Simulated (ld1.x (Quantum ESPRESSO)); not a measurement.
**What one change does to a pseudopotential (Zn (Z = 30), TM)**

zinc (Zn), norm-conserving Troullier–Martins (Kleinman–Bylander form), made with ld1.x (Quantum ESPRESSO) 7.5 (PW91, scalar-relativistic). Core [Ar], reference 3d9 4s0 4p0 (charge +3). Waves: 4p (bound, empty): rc 2.25 bohr; 3d (bound): rc 1.10 bohr; 4s (bound, empty): rc 1.40 bohr. Local part: the s channel. Core correction: none.

Change: all radii scaled by about 1.29 (s 1.80, p 2.90, d 1.42 bohr).

Cutoffs: the cutoffs (Ry, on a coarse ladder) from which the occupation-weighted sum of valence levels, in a spherical-Bessel basis at the reference potential, stays within 10 and 1 mRy of its value at 400 Ry; they do not see the model core or the augmentation charge, which bear on the density cutoff. Errors are all-electron minus pseudo energies relative to the spin-unpolarised reference configuration.

Predict the effect on cutoff, ghosts and configuration errors.

A bound ghost appears in p, which as a rule spoils a file; the number of tests with a reliable result goes from 6 to 7; of the 6 tests that both files solve, the error grows in 1 and shrinks in 1 by more than 15 % and 0.3 meV (median size 137.7 → 133.0 meV).

| quantity | base | changed |
| --- | --- | --- |
| cutoff, loose | 200 Ry | 140 Ry |
| cutoff, tight | over 300 Ry | 260 Ry |
| bound ghosts | none | p |
| tests with a reliable result | 6 of 7 | 7 of 7 |
| error for 3d10 4s2 4p0, meV [ΔE -69.13 eV] | +42 | +32 |
| error for 3d10 4s1 4p0, meV [ΔE -59.16 eV] | -187 | -163 |
| error for 3d10 4s0 4p0, meV [ΔE -40.65 eV] | -438 | -376 |
| error for 3d9 4s2 4p1, meV [ΔE -56.84 eV] | +310 | +276 |
| error for 3d10 4s1 4p1, meV [ΔE -64.01 eV] | -88 | -103 |
| error for 3d10 4s1.5 4p0, meV [ΔE -65.15 eV] | -63 | -58 |

Base: ld1.x printed “convergence not achieved” for 5 of the counted tests; their residual had stalled under 1e-8, short of the target of 1e-14. Changed file: ld1.x printed “convergence not achieved” for 5 of the counted tests; their residual had stalled under 1e-8, short of the target of 1e-14. A true bound ghost makes a file unfit for plane-wave use even where its test errors are small: the radial tests pick states by their node count and pass the ghost by.
